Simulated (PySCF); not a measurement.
Computed IR spectrum (relative IR intensity) of a molecule C4H9FSi. Coordinates come from a PBE-D3(BJ)/def2-SVP optimisation. The values are those of a single conformer. Computed with PySCF with PBE-D3(BJ)/def2-SVP. Frequencies are harmonic and unscaled.

ν (cm⁻¹): 408 (w), 510 (vw), 625 (m), 663 (m), 805 (w), 831 (vw), 880 (vs), 892 (w), 896 (m), 920 (m), 1011 (m), 1059 (w), 1144 (w), 1227 (vw), 1247 (w), 1309 (vw), 1419 (vw), 1668 (w), 2167 (m), 2172 (m), 2183 (m), 2958 (w), 2970 (w), 3060 (w), 3067 (w), 3098 (vw) (against the strongest line: vs over 80 %, s over 45 %, m over 15 %, w over 4 %, vw less)

Task: Identify the compound among the candidates.
(A) C=C(F)[C@H](C)[SiH3]
(B) C=C(F)CC[SiH3]
(C) CC[SiH2]/C=C\F
(D) CC/C=C(\F)[SiH3]

Result: D, CC/C=C(\F)[SiH3]
